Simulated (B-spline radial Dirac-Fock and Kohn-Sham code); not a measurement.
# Photoelectron lines of Kr⁴⁺ at 404 eV

System: the Kr⁴⁺ ion, configuration [Ar] 3d10 4s2 4p2.

Level of theory: a relativistic central-field model (Hartree-Slater potential of the initial state, Latter tail, multipole expansion of the photon field, Dirac-Fock thresholds); a radial B-spline solver. The asymmetry parameter β is from the dipole term alone. Kinetic energies are from the vacuum level. Open shells are spread statistically over j, without multiplet splitting.

The last column is dσ/dΩ = σ/(4π) · [1 + β P₂(cos θ)] at θ = 0° from the polarisation vector of linearly polarised light.

| subshell | electrons | binding (eV) | kinetic (eV) | σ (kb) | β | dσ/dΩ (kb/sr) |
| --- | --- | --- | --- | --- | --- | --- |
| 3s | 2 | 355.8 | 48.16 | 165 | 1.99 | 39.3 |
| 3p1/2 | 2 | 284.6 | 119.4 | 200 | 1.15 | 34.3 |
| 3p3/2 | 4 | 276.6 | 127.4 | 427 | 1.17 | 73.9 |
| 3d3/2 | 4 | 153.2 | 250.8 | 754 | 1.06 | 124 |
| 3d5/2 | 6 | 152.0 | 252.0 | 1110 | 1.07 | 184 |
| 4s | 2 | 78.79 | 325.2 | 32.2 | 2.00 | 7.68 |
| 4p1/2 | 0.67 | 63.11 | 340.9 | 10.8 | 1.60 | 2.23 |
| 4p3/2 | 1.33 | 62.16 | 341.8 | 22.2 | 1.59 | 4.57 |

Branching ratios of the spin-orbit partners (statistical value in brackets): 3p 2.14 (2.00), 3d 1.48 (1.50), 4p 2.06 (2.00).

Run: 7.2 s of CPU time on 1 thread of Neoverse-N1 (shared host), peak memory 0.33 GiB.

Values without a named source are computed, but for edge energies of neutral atoms, which are taken from tables.
